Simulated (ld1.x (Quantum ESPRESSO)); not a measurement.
Configuration tests for lithium (Li) (TM)

- Element: lithium (Li)
- Generator: ld1.x (Quantum ESPRESSO) 7.5
- Type: norm-conserving Troullier–Martins (Kleinman–Bylander form)
- Functional: LDA (PZ)
- Relativity: scalar-relativistic
- Frozen core: none
- Valence charge: 3
- Reference configuration: 1s2 2s0.75 2p0 (charge +0.25)
- Partial waves: 1s (bound): rc 0.45 bohr; 2p (bound, empty): rc 4.20 bohr; 3d channel at 0.1 Ry: rc 3.35 bohr
- Local potential: all-electron potential smoothed inside 1.60 bohr (lloc = -2)
- Core correction: none

Occupied shells without a wave of their own: 2s. They enter only through the test configuration that unscreens the potential.

Energies are relative to the spin-unpolarised reference configuration 1s2 2s0.75 2p0; without spin polarisation the order of configurations can differ from experiment. Spin-polarised rows fill each open shell by Hund’s rule, majority spin first. Not all tests gave a result: 2 of 7 tests not solved or not reliable.

```csv
valence configuration,charge,ΔE all-electron (eV),error AE − PS (meV)
1s2 2s1 2p0,0,-0.869,-29
1s2 2s0.5 2p0,+0.5,1.176,+38
1s2 2s0 2p1,0,0.885,+88
1s1 2s1 2p0,+1,66.509,-385
1s2 2s1 2p0 (spin-polarised),0,-1.102,-35
```

Levels in the configuration 1s2 2s0.5 2p0:

| level | all-electron (eV) | pseudo (eV) |
| --- | --- | --- |
| 1s | -54.985 | -54.922 |
| 2s | -5.321 | -5.151 |

The 2s level has no wave, so the channel is fitted at the deeper level alone: the likely source of the large errors.
